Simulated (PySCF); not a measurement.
This script is equivalent to a calculation on Rb⁺ (rubidium, charge +1).

```python
from pyscf import gto, scf, dft, mp, cc
import basis_set_exchange as bse
mol = gto.M(atom="Rb 0 0 0", charge=1, spin=0, symmetry="D2h",
            basis=gto.basis.parse(bse.get_basis("jorge-DZP-DKH", elements=["Rb"], fmt="nwchem", header=False)),
            nucmod="G")
mf = dft.UKS(mol, xc="PBE").sfx2c1e()
mf.irrep_nelec = {'Ag': (6, 6), 'B1g': (1, 1), 'B2g': (1, 1), 'B3g': (1, 1), 'B1u': (3, 3), 'B2u': (3, 3), 'B3u': (3, 3)}
mf.kernel()
```

(1) What total energy does it give?

(2) Which occupied shell lies highest, and where?

## Answers

(1) -2980.19 hartree (calculated).

(2) 4p, at -21.823 eV.
